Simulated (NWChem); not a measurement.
System: SnH3 cation; SMILES [SnH3+]

Input file for NWChem:

```
start job
memory heap 200 mb stack 900 mb global 1100 mb
charge 1
geometry units angstroms
  Sn    -0.000000     0.000000    -0.000000
  H      0.702172    -0.477312     1.511946
  H     -0.373810     1.667476    -0.294350
  H     -0.328371    -1.190165    -1.217592
end
basis spherical
  * library def2-svp
end
ecp
  Sn library def2-ecp
end
dft
  xc xpbe96 cpbe96
  disp vdw 4
  iterations 150
end
driver
  maxiter 120
end
task dft optimize
dft
  grid fine
  convergence energy 1d-8 density 1d-7
end
task dft freq numerical
```

def2 effective core potentials on Sn; no spin-orbit coupling.

The level has its own optimisation; frequencies are unscaled.

### Question
Predict the main results of this run. (PBE-D3(BJ)/def2-SVP with def2 effective core potentials on Sn.) Quantities: r H–Sn (Å); highest harmonic frequency (cm⁻¹); lowest (cm⁻¹); zero-point energy (kcal/mol).

### Answer
```
Quantity                           Result
---------------------------------  ------
r H–Sn (Å)                          1.711
highest harmonic frequency (cm⁻¹)    1961
lowest (cm⁻¹)                         648
zero-point energy (kcal/mol)         11.1
```
